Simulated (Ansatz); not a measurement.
Input file for Ansatz (a quantum-chemistry and plane-wave program): U-PBE/def2-TZVPP on H2MoO2 (SMILES [OH][Mo][OH]), 2S+1 = 5, a spin state set in the input, which need not be the lowest. Elements past Kr take the def2 small-core potentials; no spin–orbit coupling.

Ansatz 0.2 input:
```yaml
crystal:
  periodic: [false, false, false]
  atoms:
    - {symbol: Mo, position_ang: [0.17088041, -0.66647420, 0.03237622]}
    - {symbol: O, position_ang: [1.48887359, 0.31963376, -0.94842124]}
    - {symbol: H, position_ang: [1.35940054, 0.64803802, -1.84587389]}
    - {symbol: O, position_ang: [-1.49475860, -0.36247982, 0.92885873]}
    - {symbol: H, position_ang: [-1.57816708, 0.09092880, 1.77594596]}
basis:
  gaussian:
    orbitals: def2-TZVPP
hamiltonian:
  xc: {name: PBE}
magnetization: {spin_polarized: true, initial_magnetization: 4}
```

The head of its log:

```
WARN ansatz: RAYON_NUM_THREADS=1 ignored (pool sized by the plan → 1); use --threads N
Functional definition: PBE
integrals: 0.04 GiB planned
719 factors; their error is unknown
mean field: 0.50 GiB planned
mean field evaluation 1: about -5968.0850 eV, gradient 6.3e1 eV
mean field evaluation 2: about -5791.1902 eV, gradient 1.9e2 eV
```

Q: What total energy does the run end on?

A: -219.8088 hartree.
